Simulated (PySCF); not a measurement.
**BiCl3 at several levels of theory**

Computed with PySCF 2.14.0 (density fitting, no spin-orbit coupling) at the geometry relaxed with PBE:

```xyz
4
BiCl3 (singlet)
Bi    0.0000    0.0000    0.5084
Cl    2.2057    0.0000   -0.6387
Cl   -1.1028    1.9102   -0.6387
Cl   -1.1029   -1.9102   -0.6387
```

| level | basis | state | HOMO (eV) | gap (eV) | charge on Bi1 (e) | dipole about the centre of mass (D) | largest force component (eV/Å) |
| --- | --- | --- | --- | --- | --- | --- | --- |
| PBE | Bi def2-SVP with ECP60, Cl def2-SVP | singlet | -7.33 | 4.10 | 0.83 | 3.73 | 0.01 |
| r2SCAN | the same | singlet | -7.76 | 4.54 | 0.96 | 4.04 | 0.22 |
| HF | the same | singlet | -11.18 | 11.68 | 1.21 | 4.73 | 0.42 |
| revPBE | the same | singlet | -7.31 | 4.13 | 0.87 | 3.82 | 0.19 |
| PBE | Bi def2-TZVP with ECP60, Cl def2-TZVP | singlet | -7.61 | 4.16 | 0.97 | 3.77 | 0.42 |
| PBE | Bi x2c-SVPall, Cl x2c-SVPall | singlet | -7.32 | 4.10 | 0.84 | 3.74 | 0.75 |

Charges are Mulliken's, which hang on the basis. The relaxation used the grid (50, 194), these runs (75, 302) or, all-electron (x2c bases, spin-free X2C Hamiltonian), (99, 590).

Question: What does wB97X with Bi def2-SVP with ECP60, Cl def2-SVP give here?

Answer: state singlet, HOMO (eV) -10.74, gap (eV) 10.03, charge on Bi1 (e) 1.00, dipole about the centre of mass (D) 4.40, largest force component (eV/Å) 0.48. Time: 6 s on 2 threads of Arm Neoverse V1, with other jobs on the host, from an already converged density.

In the first row's basis the gap widens with exact exchange: 4.1 to 4.5 eV for PBE, revPBE, r2SCAN (none); 10.0 to 11.7 eV for wB97X, Hartree–Fock (rising or full at long range).
